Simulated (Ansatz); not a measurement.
Input for Ansatz (an electronic-structure program): R-CCSD(T)/cc-pV(T+d)Z on AlClH3N (SMILES [NH2][AlH][Cl]), a point of a torsion scan. Files ending in .json are basis or fitting sets from the Basis Set Exchange.

Ansatz 0.2 input:
```yaml
crystal:
  periodic: [false, false, false]
  atoms:
    - {symbol: N, position_ang: [-0.99184098, -0.16850775, -0.02484644]}
    - {symbol: Al, position_ang: [0.70789211, 0.34839974, -0.02484984]}
    - {symbol: Cl, position_ang: [1.34993921, 2.27215790, 0.00061724]}
    - {symbol: H, position_ang: [-1.43973272, -0.74562505, 0.67451830]}
    - {symbol: H, position_ang: [-1.71098377, 0.11731077, -0.67911699]}
    - {symbol: H, position_ang: [1.77300829, -0.73877494, -0.03115909]}
basis:
  gaussian:
    orbitals: cc-pV_T+d_Z.json
magnetization: {spin_polarized: false}
correlation: {method: ccsd_t, electrons: outside_noble_gas}
scf: {lower_state_search: off}
```

Task: Predict the final total energy.

Result: -758.3069 hartree (reference determinant -757.7719, T1 diagnostic 0.009).

Task: How many basis functions does it have, and what does it roughly cost on one machine?

Result: 150 functions; about 13 core-seconds (a rough figure).
